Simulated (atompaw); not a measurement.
Cutoff test, Ho (Z = 67), PAW (atompaw)

atompaw 4.2.0.5 input, output lines left out:

```
Ho 67
GGA-PBE scalarrelativistic loggrid 2001 logderivrange -2 5 176
6 6 5 4 0 0
6 1 0
5 2 0
4 3 11
0 0 0
c
c
c
c
c
v
c
c
c
c
v
c
c
v
v
3
3.00 2.75 2.15 2.36
y
1.35
n
y
0.25
n
y
2.25
n
y
0.2
n
custom rrkj vanderbiltortho besselshape
4 0.5 ultrasoft
3.00
3.00
3.00
3.00
3.00
3.00
1.45
1.45
```

The pseudo-atom Hamiltonian at the reference potential is diagonalised in spherical Bessel functions j_l(qr) that vanish at 20 bohr, with q² up to the cutoff. All-electron valence levels (Ry): 6s -0.2785, 6p -0.0843, 5d -0.0767, 4f -0.2312.

Question: How do the lowest levels (Ry) of each channel move with the cutoff, and are there ghosts?

Answer:

```json
{"cutoff (Ry)": "8", "s #1": "-1.3080", "s #2": "-0.2785", "s #3": "0.0012", "p #1": "-1.8199", "p #2": "-0.0842", "p #3": "0.0483", "d #1": "-0.0716", "d #2": "0.0548", "f #1": "0.0955", "f #2": "0.2073", "Σ f·Δε (mRy)": "3593.7"}
{"cutoff (Ry)": "15", "s #1": "-2.1593", "s #2": "-0.2785", "s #3": "0.0012", "p #1": "-1.8587", "p #2": "-0.0842", "p #3": "0.0482", "d #1": "-0.0766", "d #2": "0.0542", "f #1": "0.0955", "f #2": "0.2072", "Σ f·Δε (mRy)": "3593.4"}
{"cutoff (Ry)": "25", "s #1": "-2.2577", "s #2": "-0.2785", "s #3": "0.0012", "p #1": "-1.8615", "p #2": "-0.0842", "p #3": "0.0482", "d #1": "-0.0766", "d #2": "0.0542", "f #1": "0.0955", "f #2": "0.2070", "Σ f·Δε (mRy)": "3593.3"}
{"cutoff (Ry)": "40", "s #1": "-2.2606", "s #2": "-0.2785", "s #3": "0.0012", "p #1": "-1.8615", "p #2": "-0.0842", "p #3": "0.0482", "d #1": "-0.0766", "d #2": "0.0542", "f #1": "0.0420", "f #2": "0.0961", "Σ f·Δε (mRy)": "3004.8"}
{"cutoff (Ry)": "60", "s #1": "-2.2606", "s #2": "-0.2785", "s #3": "0.0012", "p #1": "-1.8616", "p #2": "-0.0842", "p #3": "0.0482", "d #1": "-0.0766", "d #2": "0.0542", "f #1": "-0.2277", "f #2": "0.0956", "Σ f·Δε (mRy)": "38.3"}
{"cutoff (Ry)": "90", "s #1": "-2.2606", "s #2": "-0.2785", "s #3": "0.0012", "p #1": "-1.8616", "p #2": "-0.0842", "p #3": "0.0482", "d #1": "-0.0766", "d #2": "0.0542", "f #1": "-0.2306", "f #2": "0.0956", "Σ f·Δε (mRy)": "6.2"}
{"cutoff (Ry)": "120", "s #1": "-2.2606", "s #2": "-0.2785", "s #3": "0.0012", "p #1": "-1.8616", "p #2": "-0.0842", "p #3": "0.0482", "d #1": "-0.0766", "d #2": "0.0542", "f #1": "-0.2311", "f #2": "0.0956", "Σ f·Δε (mRy)": "1.3"}
{"cutoff (Ry)": "180", "s #1": "-2.2606", "s #2": "-0.2785", "s #3": "0.0012", "p #1": "-1.8616", "p #2": "-0.0842", "p #3": "0.0482", "d #1": "-0.0766", "d #2": "0.0542", "f #1": "-0.2312", "f #2": "0.0956", "Σ f·Δε (mRy)": "0.3"}
{"cutoff (Ry)": "400", "s #1": "-2.2606", "s #2": "-0.2785", "s #3": "0.0012", "p #1": "-1.8616", "p #2": "-0.0842", "p #3": "0.0482", "d #1": "-0.0766", "d #2": "0.0542", "f #1": "-0.2312", "f #2": "0.0956", "Σ f·Δε (mRy)": "0.0"}
```

Result: ghost states, extra bound levels that the all-electron valence spectrum of the same l lacks: s at -30.8 eV, p at -25.3 eV (a true bound ghost makes a file unfit for plane-wave use); 10 mRy is reached at 90 Ry and 1 mRy at 140 Ry.
